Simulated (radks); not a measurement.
All-electron atom: Ni X in [Ar] 3d1. All-electron calculation, scalar-relativistic Kohn-Sham, exchange-only LDA, spin-polarised, spherical densities, point nucleus; open shells are filled with parallel spins first. Program: a radial shooting solver on a logarithmic mesh with Libxc functionals. Some entries of the table are withheld. Estimate them.

orbital  occ.  eigenvalue (eV)  r(max) (bohr)  <r> (bohr)
1s up       1        -8418.356        0.03546     0.05419
1s down     1        -8418.344        0.03546     0.05419
2s up       1        -1209.794         0.2050      0.2451
2s down     1        -1208.568         0.2049      0.2449
2p up       3              (1)         0.1650      0.2153
2p down     3              (2)         0.1649      0.2151
3s up       1        -311.8517            (3)      0.6810
3s down     1        -309.7826            (4)      0.6821
3p up       3        -270.8679         0.6101      0.6873
3p down     3        -268.8123         0.6107      0.6888
3d up       1              (5)         0.5361      0.6688
3d down     0              (6)         0.5373      0.6712

Answer. 
(1) 2p up eigenvalue (eV): -1073.761
(2) 2p down eigenvalue (eV): -1072.821
(3) 3s up r(max) (bohr): 0.6145
(4) 3s down r(max) (bohr): 0.6150
(5) 3d up eigenvalue (eV): -206.4680
(6) 3d down eigenvalue (eV): -204.2798
